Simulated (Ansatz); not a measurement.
BNH6O2, triplet: a saddle search.

Input (in.yaml):

```yaml
crystal:
  periodic: [false, false, false]
  atoms:
    - {symbol: B, position_ang: [0.400100, -0.053600, -0.318700]}
    - {symbol: H, position_ang: [0.249200, 1.125600, 1.446500]}
    - {symbol: O, position_ang: [0.493800, 0.943700, -1.208400]}
    - {symbol: O, position_ang: [1.317900, -1.014600, -0.170900]}
    - {symbol: H, position_ang: [-0.727300, 0.249200, 1.103900]}
    - {symbol: N, position_ang: [-0.994100, -0.473400, 0.293600]}
    - {symbol: H, position_ang: [-0.093500, 1.688200, -1.094600]}
    - {symbol: H, position_ang: [2.199000, -0.780700, -0.460900]}
    - {symbol: H, position_ang: [-1.840300, -0.254500, -0.222200]}
    - {symbol: H, position_ang: [-1.004800, -1.429800, 0.631500]}
basis:
  gaussian: {orbitals: def2-SVP}
magnetization: {spin_polarized: true, initial_magnetization: 2}
hamiltonian: {xc: pbe0, dispersion: d4}
saddle:
  max_steps: 30
  mode_guess:
    - [-0.2321, -0.3380, -0.2647]
    - [-0.1508, -0.0860, 0.1090]
    - [-0.0328, -0.0397, 0.0898]
    - [0.0210, 0.0227, 0.0609]
    - [0.6518, 0.4202, 0.0154]
    - [-0.0178, -0.0570, -0.1177]
    - [-0.0682, -0.0333, 0.1119]
    - [-0.0049, 0.1603, 0.1201]
    - [-0.0396, -0.0139, -0.0711]
    - [-0.1266, -0.0352, -0.0535]
```

Launched with

```bash
ansatz run in.yaml --threads 4 --pin off --events-out ev --progress --plain --max-ram 9574MiB
```

The run's output (Ansatz 0.2.0):

```
Functional definition: PBE0
  name "PBE0"
  cite "Adamo & Barone, J. Chem. Phys. 110, 6158 (1999) doi:10.1063/1.478522"
  cite "Perdew, Burke & Ernzerhof, Phys. Rev. Lett. 77, 3865 (1996) doi:10.1103/PhysRevLett.77.3865"
  parent pbe
  parameter a = 0.25
  parameter kappa = 0.804
  parameter beta = 0.06672455060314922
  exchange = (1 - a)*pbe_x(kappa = kappa, mu = beta*pi^2/3) + a*exact_x
  correlation = pbe_c(beta = beta)
937 factors; integrals over basis functions are off by at most 4.2e-4 eV
mean field evaluation 1: about -6332.6090 eV, gradient 5.0e1 eV
mean field evaluation 2: about -6304.9772 eV, gradient 8.7e1 eV
mean field evaluation 4: about -6341.8216 eV, gradient 6.0e0 eV
mean field evaluation 8: about -6342.0949 eV, gradient 6.1e-1 eV
mean field evaluation 16: about -6342.2147 eV, gradient 4.5e-2 eV
mean field evaluation 32: about -6342.2808 eV, gradient 3.7e-5 eV
mean field evaluation 64: about -6342.2264 eV, gradient 2.8e-1 eV
mean field -6342.28082235 eV, -233.0745212690 hartree, gradient 1.6e-5 eV, S^2 2.003851; 5 other end points of the search recorded, 0 dependent functions left out
the calculation of the forces begins
reference -6342.28085184 eV, -233.0745223526 hartree; 18, 16 occupied and 68, 70 virtual orbitals, 937 factors
these checks for a lower state are left out or cut short: stability, starts, cluster_reference, orbital_swaps, neighbouring_geometries, increment
937 factors; integrals over basis functions are off by at most 4.2e-4 eV
mean field -6342.26311983 eV, -233.0738707132 hartree, gradient 2.2e-6 eV, S^2 2.003873; 0 other end points of the search recorded, 0 dependent functions left out
the calculation of the forces begins
reference -6342.26314912 eV, -233.0738717900 hartree; 18, 16 occupied and 68, 70 virtual orbitals, 937 factors
these checks for a lower state are left out or cut short: stability, starts, cluster_reference, orbital_swaps, neighbouring_geometries, increment
937 factors; integrals over basis functions are off by at most 4.3e-4 eV
mean field -6342.28840224 eV, -233.0747998249 hartree, gradient 5.1e-6 eV, S^2 2.003509; 0 other end points of the search recorded, 0 dependent functions left out
the calculation of the forces begins
reference -6342.28843129 eV, -233.0748008926 hartree; 18, 16 occupied and 68, 70 virtual orbitals, 937 factors
saddle step   1: F+E_penalty+E_count = -6342.40397045 eV  max|allowed force component| = 4.303e0 eV/Å  curvature = -52.0653 eV/Å²  mode residual = 5.18e1 eV/Å²  Δτ_max = 0.0000 Å  (1 rotations, 3 force calls, 267 SCF iters)  cluster: 3 rotations left out, max|force component along them| = 6.341e-8 eV/Å
saddle step   2: F+E_penalty+E_count = -6342.96739440 eV  max|allowed force component| = 3.211e0 eV/Å  curvature = -28.4729 eV/Å²  mode residual = 1.46e1 eV/Å²  Δτ_max = 0.2000 Å  (1 rotations, 3 force calls, 98 SCF iters)  cluster: 3 rotations left out, max|force component along them| = 7.369e-8 eV/Å
saddle step   3: F+E_penalty+E_count = -6343.34956801 eV  max|allowed force component| = 2.235e0 eV/Å  curvature = -19.3909 eV/Å²  mode residual = 5.71e0 eV/Å²  Δτ_max = 0.2000 Å  (1 rotations, 3 force calls, 85 SCF iters)  cluster: 3 rotations left out, max|force component along them| = 7.911e-8 eV/Å
saddle step   4: F+E_penalty+E_count = -6343.61079332 eV  max|allowed force component| = 1.582e0 eV/Å  curvature = -14.7071 eV/Å²  mode residual = 4.13e0 eV/Å²  Δτ_max = 0.2000 Å  (1 rotations, 3 force calls, 86 SCF iters)  cluster: 3 rotations left out, max|force component along them| = 8.597e-8 eV/Å
saddle step   5: F+E_penalty+E_count = -6343.79975549 eV  max|allowed force component| = 1.103e0 eV/Å  curvature = -11.8208 eV/Å²  mode residual = 3.71e0 eV/Å²  Δτ_max = 0.2000 Å  (1 rotations, 3 force calls, 84 SCF iters)  cluster: 3 rotations left out, max|force component along them| = 4.445e-8 eV/Å
saddle step   6: F+E_penalty+E_count = -6343.93944119 eV  max|allowed force component| = 7.681e-1 eV/Å  curvature = -9.8535 eV/Å²  mode residual = 2.48e0 eV/Å²  Δτ_max = 0.2000 Å  (1 rotations, 3 force calls, 83 SCF iters)  cluster: 3 rotations left out, max|force component along them| = 3.982e-8 eV/Å
saddle step   7: F+E_penalty+E_count = -6344.04226635 eV  max|allowed force component| = 5.523e-1 eV/Å  curvature = -8.2797 eV/Å²  mode residual = 2.89e0 eV/Å²  Δτ_max = 0.2000 Å  (1 rotations, 3 force calls, 81 SCF iters)  cluster: 3 rotations left out, max|force component along them| = 4.985e-8 eV/Å
saddle step   8: F+E_penalty+E_count = -6344.12410475 eV  max|allowed force component| = 3.583e-1 eV/Å  curvature = -7.4255 eV/Å²  mode residual = 4.28e0 eV/Å²  Δτ_max = 0.2000 Å  (1 rotations, 3 force calls, 82 SCF iters)  cluster: 3 rotations left out, max|force component along them| = 9.657e-8 eV/Å
saddle step   9: F+E_penalty+E_count = -6344.18915609 eV  max|allowed force component| = 2.735e-1 eV/Å  curvature = -8.2872 eV/Å²  mode residual = 6.66e0 eV/Å²  Δτ_max = 0.2000 Å  (1 rotations, 3 force calls, 78 SCF iters)  cluster: 3 rotations left out, max|force component along them| = 1.180e-7 eV/Å
saddle step  10: F+E_penalty+E_count = -6344.22914823 eV  max|allowed force component| = 5.022e-1 eV/Å  curvature = -10.2588 eV/Å²  mode residual = 7.38e0 eV/Å²  Δτ_max = 0.2000 Å  (1 rotations, 3 force calls, 77 SCF iters)  cluster: 3 rotations left out, max|force component along them| = 1.639e-7 eV/Å
saddle step  11: F+E_penalty+E_count = -6344.26099366 eV  max|allowed force component| = 3.597e-1 eV/Å  curvature = -11.4049 eV/Å²  mode residual = 5.59e0 eV/Å²  Δτ_max = 0.2000 Å  (1 rotations, 3 force calls, 75 SCF iters)  cluster: 3 rotations left out, max|force component along them| = 2.238e-7 eV/Å
saddle step  12: F+E_penalty+E_count = -6344.26563769 eV  max|allowed force component| = 5.613e-1 eV/Å  curvature = -10.8641 eV/Å²  mode residual = 4.05e0 eV/Å²  Δτ_max = 0.1046 Å  (1 rotations, 3 force calls, 76 SCF iters)  cluster: 3 rotations left out, max|force component along them| = 2.737e-7 eV/Å
saddle step  13: F+E_penalty+E_count = -6344.27620643 eV  max|allowed force component| = 2.175e-1 eV/Å  curvature = -11.0262 eV/Å²  mode residual = 4.73e0 eV/Å²  Δτ_max = 0.1195 Å  (1 rotations, 3 force calls, 77 SCF iters)  cluster: 3 rotations left out, max|force component along them| = 2.541e-7 eV/Å
saddle step  14: F+E_penalty+E_count = -6344.28176101 eV  max|allowed force component| = 1.649e-1 eV/Å  curvature = -11.0498 eV/Å²  mode residual = 2.53e0 eV/Å²  Δτ_max = 0.0370 Å  (1 rotations, 3 force calls, 79 SCF iters)  cluster: 3 rotations left out, max|force component along them| = 2.135e-7 eV/Å
saddle step  15: F+E_penalty+E_count = -6344.28525174 eV  max|allowed force component| = 1.269e-1 eV/Å  curvature = -11.1200 eV/Å²  mode residual = 2.78e0 eV/Å²  Δτ_max = 0.0423 Å  (1 rotations, 3 force calls, 78 SCF iters)  cluster: 3 rotations left out, max|force component along them| = 2.177e-7 eV/Å
saddle step  16: F+E_penalty+E_count = -6344.28972723 eV  max|allowed force component| = 1.715e-1 eV/Å  curvature = -11.2984 eV/Å²  mode residual = 3.17e0 eV/Å²  Δτ_max = 0.1056 Å  (1 rotations, 3 force calls, 76 SCF iters)  cluster: 3 rotations left out, max|force component along them| = 2.220e-7 eV/Å
saddle step  17: F+E_penalty+E_count = -6344.29258411 eV  max|allowed force component| = 1.043e-1 eV/Å  curvature = -11.8953 eV/Å²  mode residual = 2.50e0 eV/Å²  Δτ_max = 0.0275 Å  (1 rotations, 3 force calls, 78 SCF iters)  cluster: 3 rotations left out, max|force component along them| = 2.619e-7 eV/Å
saddle step  18: F+E_penalty+E_count = -6344.29521992 eV  max|allowed force component| = 6.670e-2 eV/Å  curvature = -12.8215 eV/Å²  mode residual = 3.29e0 eV/Å²  Δτ_max = 0.0751 Å  (1 rotations, 3 force calls, 78 SCF iters)  cluster: 3 rotations left out, max|force component along them| = 2.492e-7 eV/Å
saddle step  19: F+E_penalty+E_count = -6344.29565692 eV  max|allowed force component| = 9.944e-2 eV/Å  curvature = -13.1539 eV/Å²  mode residual = 3.02e0 eV/Å²  Δτ_max = 0.0378 Å  (1 rotations, 3 force calls, 80 SCF iters)  cluster: 3 rotations left out, max|force component along them| = 2.763e-7 eV/Å
saddle step  20: F+E_penalty+E_count = -6344.29663318 eV  max|allowed force component| = 8.248e-2 eV/Å  curvature = -13.5207 eV/Å²  mode residual = 2.01e0 eV/Å²  Δτ_max = 0.0061 Å  (1 rotations, 3 force calls, 73 SCF iters)  cluster: 3 rotations left out, max|force component along them| = 2.986e-7 eV/Å
saddle step  21: F+E_penalty+E_count = -6344.29736485 eV  max|allowed force component| = 5.787e-2 eV/Å  curvature = -13.6783 eV/Å²  mode residual = 1.69e0 eV/Å²  Δτ_max = 0.0128 Å  (1 rotations, 3 force calls, 81 SCF iters)  cluster: 3 rotations left out, max|force component along them| = 2.863e-7 eV/Å
saddle step  22: F+E_penalty+E_count = -6344.29884658 eV  max|allowed force component| = 9.875e-2 eV/Å  curvature = -14.0422 eV/Å²  mode residual = 1.42e0 eV/Å²  Δτ_max = 0.0444 Å  (1 rotations, 3 force calls, 79 SCF iters)  cluster: 3 rotations left out, max|force component along them| = 2.680e-7 eV/Å
saddle step  23: F+E_penalty+E_count = -6344.30007129 eV  max|allowed force component| = 2.530e-1 eV/Å  curvature = -14.6759 eV/Å²  mode residual = 1.96e0 eV/Å²  Δτ_max = 0.0500 Å  (1 rotations, 3 force calls, 78 SCF iters)  cluster: 3 rotations left out, max|force component along them| = 2.351e-7 eV/Å
saddle step  24: F+E_penalty+E_count = -6344.30200104 eV  max|allowed force component| = 5.614e-2 eV/Å  curvature = -14.7180 eV/Å²  mode residual = 1.08e0 eV/Å²  Δτ_max = 0.0085 Å  (1 rotations, 3 force calls, 74 SCF iters)  cluster: 3 rotations left out, max|force component along them| = 3.206e-7 eV/Å
saddle step  25: F+E_penalty+E_count = -6344.30263804 eV  max|allowed force component| = 4.761e-2 eV/Å  curvature = -14.8002 eV/Å²  mode residual = 1.20e0 eV/Å²  Δτ_max = 0.0075 Å  (1 rotations, 5 force calls, 102 SCF iters)  cluster: 3 rotations left out, max|force component along them| = 2.867e-7 eV/Å
saddle step  26: F+E_penalty+E_count = -6344.29838226 eV  max|allowed force component| = 9.912e-1 eV/Å  curvature = -16.8815 eV/Å²  mode residual = 3.18e0 eV/Å²  Δτ_max = 0.2000 Å  (1 rotations, 3 force calls, 76 SCF iters)  cluster: 3 rotations left out, max|force component along them| = 2.220e-7 eV/Å
saddle step  27: F+E_penalty+E_count = -6344.31336793 eV  max|allowed force component| = 3.025e-1 eV/Å  curvature = -17.5329 eV/Å²  mode residual = 2.36e0 eV/Å²  Δτ_max = 0.0193 Å  (1 rotations, 3 force calls, 78 SCF iters)  cluster: 3 rotations left out, max|force component along them| = 1.654e-7 eV/Å
saddle step  28: F+E_penalty+E_count = -6344.31577943 eV  max|allowed force component| = 4.602e-2 eV/Å  curvature = -17.6170 eV/Å²  mode residual = 1.73e0 eV/Å²  Δτ_max = 0.0096 Å  (1 rotations, 4 force calls, 86 SCF iters)  cluster: 3 rotations left out, max|force component along them| = 1.726e-7 eV/Å
saddle step  29: F+E_penalty+E_count = -6344.32217336 eV  max|allowed force component| = 1.146e-1 eV/Å  curvature = -18.5170 eV/Å²  mode residual = 2.20e0 eV/Å²  Δτ_max = 0.0682 Å  (1 rotations, 3 force calls, 76 SCF iters)  cluster: 3 rotations left out, max|force component along them| = 1.988e-7 eV/Å
saddle step  30: F+E_penalty+E_count = -6344.31914005 eV  max|allowed force component| = 6.138e-1 eV/Å  curvature = -19.8360 eV/Å²  mode residual = 3.44e0 eV/Å²  Δτ_max = 0.1108 Å  (1 rotations, 3 force calls, 75 SCF iters)  cluster: 3 rotations left out, max|force component along them| = 1.256e-7 eV/Å
Error: the saddle search did not converge after 30 steps: max|allowed force component| = 6.14e-1 eV/Å (threshold 5.0e-2). At the last step the curvature along the mode is -19.836 eV/Å² (extrapolated from the last rotation, not read by a force call), negative, as on the way to a saddle point. To go on, set a larger `saddle.max_steps` (a set value also replaces the default of 250 for a search that goes on from a second negative curvature), or search again from the last step's geometry and mode. Where this run's directory can be resumed (`checkpoint.write`), a resume goes on for up to `saddle.max_steps` more
F+E_penalty+E_count at the last step = -6344.31914005 eV
to start another search from the last step: its geometry and its mode (saddle.mode_guess, Cartesian):
  atoms:
    - { symbol: B, position_ang: [0.38653830, -0.15922727, -0.24576884] }
    - { symbol: H, position_ang: [1.22478060, 2.73870112, 2.94353977] }
    - { symbol: O, position_ang: [0.58806073, 0.99322320, -0.97637410] }
    - { symbol: O, position_ang: [1.24973988, -1.21772763, -0.42609828] }
    - { symbol: H, position_ang: [-1.56391109, 0.04926582, 0.61660308] }
    - { symbol: N, position_ang: [-1.01340970, -0.63057969, 0.09151022] }
    - { symbol: H, position_ang: [-0.14690412, 1.62918260, -0.90780914] }
    - { symbol: H, position_ang: [2.02124834, -0.94180391, -0.93711565] }
    - { symbol: H, position_ang: [-1.78286806, -0.97460874, -0.81032447] }
    - { symbol: H, position_ang: [-0.96327489, -1.48632550, 0.65163742] }
  mode_guess:
    - [-0.17099185, -0.17943369, -0.34216983]
    - [-0.00376515, 0.00619293, -0.00919745]
    - [0.04752364, 0.01713258, 0.18669277]
    - [0.06499538, 0.07085525, 0.08952949]
    - [-0.00362168, 0.03202581, 0.02650301]
    - [0.44416927, 0.20774203, 0.42171582]
    - [-0.02605487, -0.02303475, -0.02130951]
    - [0.02782716, 0.00356225, 0.01351774]
    - [-0.40006618, -0.09681622, -0.41287694]
    - [0.01998429, -0.03822618, 0.04759490]


[the SCF lines of later steps are left out]
```

Hardware: 4 CPU threads of an Arm Neoverse V1, shared host. Wall time about 98 s.


The run did not converge within its limit. The spin typed is not that of the intended reaction, so this is not its saddle.